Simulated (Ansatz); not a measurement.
A nudged elastic band was laid between two geometries of CH3ClO2SeSi (9 atoms, charge 0, multiplicity 1).

Computed with Ansatz 0.2.0, RKS PBE/def2-SVP.

```yaml
movable_images: 5
climbing_image: yes
spring: 5.0 eV/Å²
optimiser: quadratic models (default)
start_path: through a guess of the saddle point
force_threshold: 0.05 eV/Å
iteration_limit: 60
end_points: relaxed
```

First end point:

```xyz
9
Properties=species:S:1:pos:R:3
Cl -1.785 -1.908 1.031
Si -0.207 -0.790 0.312
Se 1.579 -2.166 0.409
O -0.516 0.074 -1.123
C -0.404 1.287 -0.357
O -0.085 0.784 0.953
H 2.458 -1.104 -0.150
H -1.368 1.845 -0.347
H 0.416 1.932 -0.747
```

Last end point:

```xyz
9
Properties=species:S:1:pos:R:3
Cl -1.704 -1.824 1.127
Si 0.030 -0.734 0.771
Se 1.463 -2.200 -0.224
O -0.745 0.177 -0.888
C -0.692 1.411 -0.826
O 0.466 0.520 1.589
H 2.602 -1.279 0.029
H -1.078 2.004 -1.688
H -0.253 1.880 0.093
```

**Question.** What changes between the two ends?

**Answer.** Bonds broken: C5–O6.

**Question.** Give the energies along the band, and the barrier.

**Answer.** The run converged. The highest image is number 3 of 0 to 6, 1.67 eV above the first end and 0.36 eV above the last; the last end lies 1.30 eV above the first. A vibrational analysis at the climbing image gives one clearly imaginary mode, 366i cm⁻¹: a first-order saddle point. The orbitals stay closed-shell, which can raise the energy where a bond breaks towards radicals; this wasn't checked here.

```json
{"image": "0", "path coordinate (Å)": "0.00", "energy (eV)": "0.00", "C5–O6 (Å)": "1.44"}
{"image": "1", "path coordinate (Å)": "0.59", "energy (eV)": "0.07", "C5–O6 (Å)": "1.45"}
{"image": "2", "path coordinate (Å)": "1.19", "energy (eV)": "0.98", "C5–O6 (Å)": "1.76"}
{"image": "3", "path coordinate (Å)": "1.78", "energy (eV)": "1.67", "C5–O6 (Å)": "2.38"}
{"image": "4", "path coordinate (Å)": "2.31", "energy (eV)": "1.51", "C5–O6 (Å)": "2.69"}
{"image": "5", "path coordinate (Å)": "2.85", "energy (eV)": "1.36", "C5–O6 (Å)": "2.80"}
{"image": "6", "path coordinate (Å)": "3.38", "energy (eV)": "1.30", "C5–O6 (Å)": "2.82"}
```

**Question.** What is the geometry of the highest image?

**Answer.** 
```xyz
9
Properties=species:S:1:pos:R:3
Cl -1.700 -2.020 1.085
Si -0.136 -0.740 0.639
Se 1.565 -2.049 -0.126
O -0.991 0.122 -0.871
C -0.560 1.302 -0.758
O 0.130 0.620 1.409
H 2.537 -0.965 0.167
H -1.258 2.139 -0.998
H 0.502 1.545 -0.565
```

**Question.** What are the harmonic wavenumbers there?

**Answer.** 366i, 62, 114, 158, 199, 226, 249, 327, 388, 437, 513, 561, 649, 1019, 1064, 1195, 1415, 1573, 2360, 2971, 3111 cm⁻¹.

The band took 15 iterations and about 7 core-minutes.

Time of the run: 3.8 min on 2 threads of Arm Neoverse V1, with other jobs on the host, peak memory 0.18 GiB.
